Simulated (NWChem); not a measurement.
System meant: AuPH₃I; SMILES [PH3]->[Au][I]

Input file for NWChem:

```
start job
memory heap 200 mb stack 900 mb global 1100 mb
geometry units angstroms noautoz
  Au    -0.308951    -0.238683    -0.495000
  I      0.950385     0.739468     1.526473
  P     -1.419761    -1.108253    -2.282838
  H     -1.161591    -2.454405    -2.640554
  H     -1.242186    -0.495521    -3.547633
  H     -2.835501    -1.147712    -2.242098
end
basis spherical
  Au library def2-svp
  I library def2-svp
  P library def2-svp
  H library def2-svp
end
ecp
  I library def2-ecp
  Au library def2-ecp
end
dft
  odft
  mult 2
  xc xpbe96 cpbe96
  iterations 150
  mulliken
end
task dft energy
```

End of the output:

```
 ==============================================================================
                                 internuclear angles
 ------------------------------------------------------------------------------
        center 1       |       center 2       |       center 3       |  degrees
 ------------------------------------------------------------------------------
    2 I                |   1 Au               |   3 P                |   179.87
    1 Au               |   3 P                |   4 H                |   118.18
    1 Au               |   3 P                |   5 H                |   118.34
    1 Au               |   3 P                |   6 H                |   118.39
    4 H                |   3 P                |   5 H                |    99.37
    4 H                |   3 P                |   6 H                |    99.38
    5 H                |   3 P                |   6 H                |    99.38
 ------------------------------------------------------------------------------
                            number of included internuclear angles:          7
 ==============================================================================

 Summary of "ao basis" -> "" (spherical)
 ------------------------------------------------------------------------------
       Tag                 Description            Shells   Functions and Types
 ---------------- ------------------------------  ------  ---------------------
 Au                         def2-svp                12       32   6s3p2d1f
 I                          def2-svp                10       26   4s4p2d
 P                          def2-svp                 8       18   4s3p1d
 H                          def2-svp                 3        5   2s1p

 Summary of "ao basis" -> "ao basis" (spherical)
 ------------------------------------------------------------------------------
       Tag                 Description            Shells   Functions and Types
 ---------------- ------------------------------  ------  ---------------------
 Au                         def2-svp                12       32   6s3p2d1f
 I                          def2-svp                10       26   4s4p2d
 P                          def2-svp                 8       18   4s3p1d
 H                          def2-svp                 3        5   2s1p

  number of electrons :                   62
  multiplicity        :                    2
 ------------------------------------------------------------------------
  no. of electrons and multiplicity not compatible                  62
 ------------------------------------------------------------------------
 ------------------------------------------------------------------------
  current input line :
    28: task dft energy
 ------------------------------------------------------------------------
 ------------------------------------------------------------------------
 There is an error in the input file
 ------------------------------------------------------------------------
 For more information see the NWChem manual at https://nwchemgit.github.io

0: no. of electrons and multiplicity not compatible:Received an Error in Communication
```

Q: What is wrong, and how is it mended?

A: The input was rejected before any calculation. Cause: the multiplicity doesn't fit the number of electrons (an even count wants an odd multiplicity, and the reverse). This input runs:
```
start job
memory heap 200 mb stack 900 mb global 1100 mb
geometry units angstroms noautoz
  Au    -0.308951    -0.238683    -0.495000
  I      0.950385     0.739468     1.526473
  P     -1.419761    -1.108253    -2.282838
  H     -1.161591    -2.454405    -2.640554
  H     -1.242186    -0.495521    -3.547633
  H     -2.835501    -1.147712    -2.242098
end
basis spherical
  * library def2-svp
end
ecp
  I library def2-ecp
  Au library def2-ecp
end
dft
  xc xpbe96 cpbe96
  iterations 150
  mulliken
end
task dft energy
```
It converges to -776.41861 Ha (PBE/def2-SVP with def2 effective core potentials on I, Au).
